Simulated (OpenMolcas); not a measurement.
# Co2+: effect of the basis set

- Program: OpenMolcas 26.06
- Method: CASSCF
- Active space: 7 electrons in 6 orbitals (3d 4s)
- State averaging: 2S+1 = 4 even, 50 roots; 2S+1 = 6 even, 5 roots kept (CI in the orbitals of an earlier block); 2S+1 = 2 even, 110 roots kept (CI in the orbitals of an earlier block)
- Spin-orbit coupling: state interaction with AMFI integrals over the reference wave functions, term energies averaged over their components

A. ANO-RCC-VTZP [6s5p3d2f1g], DKH2, point nucleus; cost roughly 70 core-seconds
B. ANO-R2 [7s5p4d2f1g], X2C, finite nucleus; cost about 90 core-seconds
C. ANO-RCC-VQZP [7s6p4d3f2g1h], DKH2, point nucleus; cost of the order of 80 core-seconds
D. ANO-R3 [8s5p5d3f2g1h], X2C, finite nucleus; cost of the order of 80 core-seconds

Energies in cm⁻¹ above 3d⁷ ⁴F_9/2, the measured ground level; measured values from Sugar and Corliss, J. Phys. Chem. Ref. Data 10, 1097 (1981).

| Level | A | B | C | D | Measured |
| --- | --- | --- | --- | --- | --- |
| 3d⁷ ⁴F_9/2 | 0.0 | 0.0 | 0.0 | 0.0 | 0.0 |
| 3d⁷ ⁴F_7/2 | 930 | 888 | 883 | 893 | 841 |
| 3d⁷ ⁴F_5/2 | 1615 | 1544 | 1537 | 1554 | 1451 |
| 3d⁷ ⁴F_3/2 | 2085 | 1996 | 1987 | 2008 | 1867 |
| 3d⁷ ⁴P_5/2 | 20230 | 20424 | 20482 | 20430 | 15202 |
| 3d⁷ ²G_9/2 | 20256 | 20526 | 20602 | 20528 | 16978 |
| 3d⁷ ⁴P_3/2 | 20546 | 20738 | 20797 | 20745 | 15428 |
| 3d⁷ ⁴P_1/2 | 20980 | 21145 | 21200 | 21155 | 15811 |
| 3d⁷ ²G_7/2 | 21148 | 21376 | 21448 | 21383 | 17766 |
| 3d⁷ ²P_3/2 | 26793 | 27140 | 27236 | 27142 | 20195 |
| 3d⁷ ²H_11/2 | 26937 | 27268 | 27365 | 27272 | 22720 |
| 3d⁷ ²H_9/2 | 27725 | 28017 | 28109 | 28025 | 23434 |
| 3d⁷ ²P_1/2 | 27730 | 28027 | 28117 | 28036 |  |
| 3d⁶ 4s ⁶D_9/2 | 28335 | 24707 | 25696 | 24362 | 46438 |
| 3d⁶ 4s ⁶D_7/2 | 28887 | 25235 | 26222 | 24893 | 47003 |
| 3d⁷ ²D_5/2(1) | 29182 | 29555 | 29665 | 29557 | 23059 |
| 3d⁶ 4s ⁶D_5/2 | 29300 | 25631 | 26616 | 25291 | 47415 |
| 3d⁶ 4s ⁶D_3/2 | 29588 | 25907 | 26890 | 25569 | 47699 |
| 3d⁶ 4s ⁶D_1/2 | 29758 | 26070 | 27053 | 25733 | 47865 |
| 3d⁷ ²D_3/2(1) | 30572 | 30866 | 30966 | 30878 | 24237 |
| 3d⁶ 4s ⁴D_7/2(1) | 38561 | 36068 | 36386 | 35900 | 55729 |
| 3d⁶ 4s ⁴D_5/2(1) | 39205 | 36683 | 36999 | 36519 |  |
| 3d⁶ 4s ⁴D_3/2(1) | 39638 | 37099 | 37412 | 36937 |  |
| 3d⁶ 4s ⁴D_1/2(1) | 39890 | 37341 | 37653 | 37181 |  |

Deviations, from unrounded energies. A percentage is the sum of absolute deviations over the sum of measured energies, with the sign that they share, or ± where signs differ.

```tsv
Against measurement	Levels	A	B	C	D
mean absolute deviation (cm-1)	19	8300	9500	9300	9600
fine structure of the ground term (%)	3	+11.3	+6.5	+6.0	+7.1
other terms of the ground configuration (%)	10	+25.4	+26.8	+27.2	+26.8
other configurations (%)	6	-36.9	-44.0	-42.2	-44.6
```

A lies closest to measurement on these levels and D furthest from it. The largest miss of A in the table is 3d⁶ 4s ⁶D_7/2, by -18000 cm-1. The ranking rests on the paired levels alone, and a cruder setting can come out closer through cancelling errors.

Among A to D the level of the table that moves most is 3d⁶ 4s ⁶D_1/2, by 4000 cm-1 (lowest in D, highest in A).

Without dynamic correlation excited terms often stand tens of per cent too high (terms of higher spin than the ground term too low), and those without a measured partner can miss by more than the paired ones. Some levels mix across a computed gap that differs much from the measured one, so their mixing is not that of the real levels. Terms from blocks run as CI alone lack orbitals of their own. A single d shell beside an s shell can misplace configurations of different d count against each other. Computed and measured levels are paired by configuration, term and J; levels that our copy of the source lacks, or whose pairing is in doubt (as where it misses far off the trend of its configuration), stay unpaired and out of the deviations. Levels of configurations outside the active space are missing. The table leaves out levels that lie high or whose names do not pair safely across all columns.

A number in round brackets counts repeated terms of one configuration in the order of the reference energies.
